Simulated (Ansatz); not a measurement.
`FC[SiH2][NH][AlH2]` and `[AlH2][NH][SiH2][GeH3]` differ in one atom or group.

Ansatz, PBE0-D4/def2-TZVP geometries, multiplicity 1. Each molecule was computed in one conformer, which needn't be the lowest.

Scalar relativity is left out up to krypton.

```tsv
property	`FC[SiH2][NH][AlH2]`
HOMO–LUMO gap (PBE/def2-TZVPP) / eV	4.33
size of the dipole moment (B3LYP/def2-TZVPP) / D	2.77
HOMO energy (PBE/def2-TZVPP) / eV	-5.81
HOMO energy (B3LYP/def2-TZVPP) / eV	-6.88
HOMO energy (PBE0/def2-TZVPP) / eV	-7.09
size of the dipole moment (ωB97M-V/def2-TZVPP) / D	2.81
```

(1) Give the same properties after the change, and the shifts. (Best estimate.)

## Answers

(1) The calculation gave: 
| property | `[AlH2][NH][SiH2][GeH3]` | shift |
| --- | --- | --- |
| HOMO–LUMO gap (PBE/def2-TZVPP) / eV | 4.41 | 0.08 |
| size of the dipole moment (B3LYP/def2-TZVPP) / D | 0.96 | -1.81 |
| HOMO energy (PBE/def2-TZVPP) / eV | -6.21 | -0.40 |
| HOMO energy (B3LYP/def2-TZVPP) / eV | -7.13 | -0.25 |
| HOMO energy (PBE0/def2-TZVPP) / eV | -7.33 | -0.24 |
| size of the dipole moment (ωB97M-V/def2-TZVPP) / D | 0.98 | -1.83 |

With PBE0 the HOMO falls by 0.24 eV and the LUMO falls by 0.58 eV, so the gap narrows by about 0.34 eV. PBE moves the HOMO by -0.40 eV and ωB97M-V by -0.07 eV. Dipoles are sizes alone; their direction can turn.

B3LYP here is the variant with VWN-RPA as its local correlation; programs differ in this.
